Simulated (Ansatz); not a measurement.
Two isomers of C2H7BO: A = `CB(C)O`, B = `BCOC`.

Computed with Ansatz on PBE0-D4/def2-TZVP structures; ΔE is electronic, products minus reactants. CCSD(T)/CBS is the MP2 limit (def2-TZVPP, def2-QZVPP) plus CCSD(T) − MP2 in def2-TZVPP, frozen cores. DFT in def2-TZVPP. Each species was taken in one conformer, which may not be the lowest.

(1) Which is lower in electronic energy at CCSD(T)/CBS, and by how much? (An estimate is asked.)

(2) Give E(B) − E(A) in kcal/mol with CCSD/def2-TZVPP, ωB97M-V, CCSD(T)/def2-SVP, PBE0-D4, B2PLYP, PBE-D4, r2SCAN-D4. (Estimate.)

(3) Does the order hold for the free energy at 298.15 K (harmonic terms from PBE0-D4)? (An estimate is asked.)

Largest T1 diagnostic: 0.011.

Answers

(1) Computed: A, by 80.9 kcal/mol.

(2) The calculation gave: CCSD/def2-TZVPP 79.8, ωB97M-V 80.2, CCSD(T)/def2-SVP 80.7, PBE0-D4 80.1, B2PLYP 79.8, PBE-D4 79.4, r2SCAN-D4 81.2. None reverses the order clearly.

(3) The calculation gave: Yes: G(B) − G(A) = +79.8 kcal/mol, for one conformer each.

Leaving LDA and LC-ωPBE aside and taking each functional with its dispersion term where it has one, the values, not all of them listed here, spread over 4.4 kcal/mol, from BLYP-D4 to B97M-V. LDA lies +2.2 kcal/mol from PBE without D4. In def2-TZVPP, CCSD(T) changes the Hartree–Fock value by +4.8 kcal/mol (the triples alone add +0.4 kcal/mol) and MP2 by +7.3 kcal/mol.
